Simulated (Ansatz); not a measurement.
Species: bromo-bis(ethenyl)borane, C₄H₆BBr, net charge 0, singlet state. 
Geometry from a B3LYP-D3(BJ)/def2-TZVP (Ansatz, an electronic-structure program) optimisation:
```xyz
12

C     -2.4730    -1.1262     0.2971
C     -1.2198    -1.5917     0.2899
B      0.0589    -0.7524     0.1007
Br    -0.0920     1.1754    -0.1573
C      1.4545    -1.4062     0.1114
C      2.6217    -0.7728    -0.0429
H     -2.6813    -0.0712     0.1630
H     -3.3293    -1.7765     0.4360
H     -1.0858    -2.6632     0.4304
H      1.4889    -2.4846     0.2586
H      3.5700    -1.2980    -0.0244
H      2.6634     0.2995    -0.1936
```
Charge 0, spin multiplicity 1.

Dipole moments at this geometry, in debye (magnitudes).

```json
[
 {"level": "PBE/def2-TZVPD", "program": "Ansatz", "dipole (D)": "1.55"},
 {"level": "BLYP/def2-TZVPD", "program": "Ansatz", "dipole (D)": "1.55"},
 {"level": "revPBE/def2-TZVPD", "program": "Ansatz", "dipole (D)": "1.55"},
 {"level": "r2SCAN/def2-TZVPD", "program": "Ansatz", "dipole (D)": "1.64"},
 {"level": "B97M-V/def2-TZVPD", "program": "Ansatz", "dipole (D)": "1.63"},
 {"level": "r2SCANh/def2-TZVPD", "program": "Ansatz", "dipole (D)": "1.66"},
 {"level": "HSE06/def2-TZVPD", "program": "Ansatz", "dipole (D)": "1.63"},
 {"level": "LC-wPBE/def2-TZVPD", "program": "Ansatz", "dipole (D)": "1.64"},
 {"level": "CCSD(T)/aug-cc-pVDZ", "program": "Ansatz", "dipole (D)": "1.55"}
]
```
